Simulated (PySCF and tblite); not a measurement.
Values are calculated unless marked as measured or tabulated.
System: CH₄BF₃N₂S, numbered as in [NH2:1][B:2]([NH2:3])[S:4][C:5]([F:6])([F:7])[F:8].

Level: PBE0/pcSseg-1 + D3(BJ) on GFN2-xTB stationary points, with GFN2-xTB thermal terms. Rate constants are transition-state-theory values, counting equivalent paths, without tunnelling. (PySCF 2.14 with density fitting, tblite 0.8.)

(1) What barrier does the rotation about the B2–S4 bond (torsion N1–B2–S4–C5 from 0° to 180°, rising) meet, and how fast is it at 298 K?

## Answers

(1) The electronic barrier is 2.0 kcal/mol and ΔG‡(298 K) 2.7 kcal/mol, over a Cs saddle with an imaginary mode of 36i cm⁻¹ (GFN2-xTB). With 2 equivalent paths, k is 1.2×10¹¹ s⁻¹, a mean lifetime of the start of 8.1 ps against this motion.
